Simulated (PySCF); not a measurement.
C8H14O.
Atom-mapped SMILES: `[CH3:1][O:2]/[CH:3]=[CH:4]/[CH:5]1[CH2:6][CH2:7][CH2:8][CH2:9]1`

Cartesian coordinates in Å at the GFN2-xTB level; atoms count from 1:
```xyz
23
C8H14O angstrom
C      3.8645   -0.0391   -0.1149
O      3.0695   -1.0216    0.5011
C      1.7327   -0.7838    0.5902
C      1.0571    0.2701    0.1558
C     -0.4217    0.4628    0.2886
C     -1.2319   -0.7090    0.8398
C     -2.6732   -0.3212    0.5059
C     -2.5895    0.4392   -0.8308
C     -1.0964    0.7076   -1.0711
H      4.8877   -0.4091   -0.0757
H      3.8004    0.9148    0.4190
H      3.5717    0.1138   -1.1589
H      1.2601   -1.6111    1.0986
H      1.5622    1.0846   -0.3443
H     -0.5996    1.3397    0.9251
H     -0.9586   -1.6223    0.3099
H     -1.0809   -0.8635    1.9071
H     -3.3244   -1.1918    0.4424
H     -3.0673    0.3325    1.2854
H     -3.1488    1.3730   -0.7749
H     -3.0119   -0.1478   -1.6459
H     -0.6948   -0.0038   -1.7947
H     -0.9116    1.7130   -1.4476
```

NICS = −σ at a ghost point: NICS(0) at the centroid of the ring atoms, NICS(1) 1 Å to either side along the normal of their mean plane, zz for the tensor component along that normal. Level: GIAO PBE0/pcSseg-1 (PySCF, non-relativistic, gas phase) on the GFN2-xTB geometry, one conformer.

Ring bond lengths (Å), with Mayer bond orders in brackets: C5–C6 1.528 (1.01), C6–C7 1.529 (1.05), C7–C8 1.540 (1.03), C8–C9 1.536 (1.04), C9–C5 1.538 (1.00).

Task: What do the NICS probes read (ppm)?

Result: 
```tsv
ring	type	NICS(0)	NICS(1), two faces	NICS(1)zz, two faces	rms pucker (Å)	centre to ring atoms, mean (Å)
C5–C6–C7–C8–C9	5-membered carbocycle; formal bonds all single	-5.3	-3.9 / -4.1	-3.5 / -3.1	0.19	1.28
```

Task: What can be read from them?

Result: 
- C5–C6–C7–C8–C9: mean NICS(1)zz -3.3 ppm, shielded. C5, C6, C7, C8, C9 have four or more neighbours, so the value isn't read as a sign of a π ring current.

Task: What field does 7.05 T along the ring normal induce along that normal at the first NICS(1) probe listed for ring C5–C6–C7–C8–C9, 1 Å off the ring?

Result: NICSzz × B0 = -3.5 ppm × 7.05 T = -25 μT, against the applied field.

Task: List the ring angles and the Hirshfeld charges of the ring atoms.

Result: 
- C5–C6–C7–C8–C9: C5 102.0° (-0.024 e), C6 103.1° (-0.072 e), C7 105.3° (-0.069 e), C8 106.0° (-0.070 e), C9 105.1° (-0.072 e); sum 521.5° against 540° for a flat convex ring.

Task: How shielded are the nuclei of the rings and their hydrogens (means over atoms taken as equivalent)?

Result: 
```csv
atoms,environment,σ isotropic (ppm),"principal values of the symmetric part, first atom (ppm)"
C5,allylic carbon,143.1,"121.4, 145.2, 162.7"
C6 (×2),ring CH2 carbon,151.1,"136.1, 157.2, 168.9"
C7 (×2),ring CH2 carbon,160.4,"130.5, 170.2, 176.1"
H15,methine hydrogen,29.37,"25.3, 28.1, 34.8"
H16 (×2),methylene hydrogen,30.62,"25.6, 30.2, 36.0"
H17 (×2),methylene hydrogen,29.89,"24.9, 28.6, 36.7"
H18 (×2),methylene hydrogen,29.91,"24.9, 27.5, 37.2"
H19 (×2),methylene hydrogen,29.98,"24.9, 28.0, 37.2"
```
